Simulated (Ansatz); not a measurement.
Basis-set series for `c1ccc2c(c1)-c1cccc3cccc-2c13`. Total charge 0; spin multiplicity 1. The structure was optimised at the PBE0-D4/def2-TZVP level.

```
functional       basis  functions  energy (Eh)  HOMO (eV)  LUMO (eV)
   PBE0-D4    def2-SVP        274   -614.62683      -6.29      -1.93
   PBE0-D4  def2-QZVPP       1212   -615.29625      -6.31      -1.99
   ωB97M-V    def2-SVP        274   -615.07456      -8.13      -0.09
   ωB97M-V  def2-QZVPP       1212   -615.76539      -8.15      -0.20
```

Question: Give the rows for def2-TZVPP. (An estimate is asked.)

Answer: Ansatz gave: 
```json
{"functional": "PBE0-D4", "basis": "def2-TZVPP", "functions": "636", "energy (Eh)": "-615.26600", "HOMO (eV)": "-6.29", "LUMO (eV)": "-1.97"}
{"functional": "ωB97M-V", "basis": "def2-TZVPP", "functions": "636", "energy (Eh)": "-615.73781", "HOMO (eV)": "-8.14", "LUMO (eV)": "-0.17"}
```
